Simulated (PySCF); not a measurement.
diiodomethane (CH2I2), SMILES ICI.

Geometry: TPSSh-D3(BJ)/def2-SVP. The def2 effective core potentials stand for the cores of I; spin–orbit coupling is left out.

The numbers are results of TPSSh-D3(BJ)/def2-SVP (PySCF 2.14.0), not measurements.

Frequencies are harmonic and unscaled.

| mode | ν (cm⁻¹) | IR (km/mol) | Raman (Å⁴/amu) | depolarisation | moving atoms (share of kinetic energy) |
|---|---|---|---|---|---|
| 1 | 116 | 0.0 | 7.3 | 0.41 | I 94 % |
| 2 | 481 | 0.3 | 18.0 | 0.10 | C 79 %, I 11 %, H 11 % |
| 3 | 562 | 69.9 | 7.5 | 0.75 | C 85 % |
| 4 | 711 | 10.7 | 1.8 | 0.75 | H 77 %, C 23 % |
| 5 | 1037 | 0.0 | 5.2 | 0.75 | H 100 % |
| 6 | 1121 | 118.1 | 0.2 | 0.75 | H 91 %, C 9 % |
| 7 | 1399 | 0.3 | 21.9 | 0.59 | H 93 % |
| 8 | 3134 | 0.0 | 95.7 | 0.07 | H 95 % |
| 9 | 3238 | 5.8 | 57.5 | 0.75 | H 89 %, C 11 % |
